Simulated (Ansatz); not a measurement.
Reaction (redistribution): `OCB1[SiH2][SiH2]1` + `C[NH][AlH2]` → `CB1[SiH2][SiH2]1` + `OC[NH][AlH2]`

Program: Ansatz. Geometries: PBE0-D4/def2-TZVP. ΔE: electronic, gas phase. CCSD(T)/CBS adds triple-zeta CCSD(T) − MP2 to the extrapolated MP2 energy (def2 sets, frozen cores). One conformer a species, not always the lowest.

```json
{"species": "`OCB1[SiH2][SiH2]1`", "CCSD(T)/CBS(def2) energy (Eh)": "-720.30071"}
{"species": "`C[NH][AlH2]`", "CCSD(T)/CBS(def2) energy (Eh)": "-338.38977"}
{"species": "`CB1[SiH2][SiH2]1`", "CCSD(T)/CBS(def2) energy (Eh)": "-645.14349"}
{"species": "`OC[NH][AlH2]`", "CCSD(T)/CBS(def2) energy (Eh)": "-413.56404"}
```

Work out ΔE.

ΔE = (-645.14349) + (-413.56404) − (-720.30071) − (-338.38977) = -0.01705 Eh = -0.46 eV.

Largest T1 diagnostic among the species: 0.015.
